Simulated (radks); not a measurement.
Ionisation ladder of boron, from B I to B V. Each ion is in the ground configuration listed by NIST, and IE = E(next ion) - E(this ion), with E = 0 for the bare nucleus. Method: scalar-relativistic Kohn-Sham, r2SCAN, spin-polarised, spherical densities, finite nucleus; open shells are filled with parallel spins first; meta-GGA in the generalised Kohn-Sham scheme; Fermi nuclear charge, rms radius 2.406 fm; computed with a radial shooting solver on a logarithmic mesh with Libxc functionals.

species  configuration  E (hartree)  IE, Delta-SCF (eV)  IE, NIST (eV)    kind  error (eV)
B I       [He] 2s2 2p1    -24.62923               8.306          8.298    exp.      +0.008
B II          [He] 2s2    -24.32398              24.267         25.155    exp.      -0.888
B III         [He] 2s1    -23.43218              37.877         37.931    exp.      -0.054
B IV              [He]    -22.04024              259.48         259.37  theory        +0.1
B V                1s1    -12.50441              340.26         340.23  theory        0.0

Reference values: NIST Atomic Spectra Database (exp. = measured, semi-emp. = semi-empirical, theory = theoretical value adopted there). The ionisation energy per charge of the ion left behind rises most, in proportion, at B IV ([He]), from 12.626 to 64.871 eV. Against the entries that are not theoretical the mean signed error is -1.2 % and the largest -3.5 %. Open shells are spherical and high-spin; term and fine-structure splittings are not resolved.
